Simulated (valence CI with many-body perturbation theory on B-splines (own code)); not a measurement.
**Cs XLII: what the settings do**

Computed by configuration interaction combined with many-body perturbation theory (CI+MBPT): four valence electrons over a frozen Dirac-Fock core [Ne], a basis of 6 s, 6 p, 5 d, 3 f, 1 g functions for each j, with the one-electron correlation potential Σ1 (screened to all orders), the two-electron term Σ2, the three-electron term Σ3, Breit, model QED; selected single and double excitations, second order for the rest, scaled by the run's own slope (own B-spline code, finite nucleus).

No measured spectrum was set against this ion. As an estimate, large intervals hold to a few tenths of a per cent, small ones and those within an open d or f shell to about a per cent.

The reference run has the lowest level (3s^2 3p1/2^2) J=0 and an ionisation energy of 3120.66 eV. Its largest variational space holds 9998 state functions.

Levels are named by their leading jj configuration (3d3/2^4 stands for four electrons in 3d with j = 3/2), which in mixed levels can hold well under half, so a name can repeat and another be missing. Letters in brackets count levels of one name in rising energy.

Changed runs:
A. Davidson tolerance 2e-05 → 0.0003
B. factor on the speed of light 1 → 100; QED terms on → off
C. orbitals per symmetry with explicit Σ2 and valence Breit (the others get mean screening factors) 5 → 4; Breit term on → off
D. scale of Σ1 1 → -1 (bad on purpose)

Excitation energies of the reference run in cm⁻¹, and shifts in cm⁻¹:

```csv
Level,Reference,A,B,C,D
(3s^2 3p1/2 3p3/2) J=1,652617,0,-652595,+10232,-1359
(3s^2 3p1/2 3p3/2) J=2,705591,0,,+11751,-1373
(3s^2 3p3/2^2) J=2,1396440,0,,+21112,-2714
(3s 3p1/2^2 3p3/2) J=2,1499230,0,,+1522,+2105
(3s^2 3p3/2^2) J=0,1511680,0,-1312824,+19571,-2726
(3s 3p1/2^2 3p3/2) J=1,1662950,0,-901360,+1950,+2069
(3s^2 3p1/2 3d3/2) J=2,1867090,0,,+15439,+1824
(3s 3p1/2 3p3/2^2) J=2 [a],2038000,0,,+14814,+715
(3s^2 3p1/2 3d3/2) J=1,2088990,0,,+12474,+1861
(3s^2 3p1/2 3d5/2) J=3,2091630,0,,+20029,+618
(3s^2 3p1/2 3d5/2) J=2,2227310,0,,+15363,+766
(3s 3p1/2 3p3/2^2) J=3,2259750,0,,+16114,+705
Ionisation energy (eV),3120.66,0,-102.85,+3.32,-2.02
```

A blank means that the level has no clear partner in that run.

No effect on these energies: A.
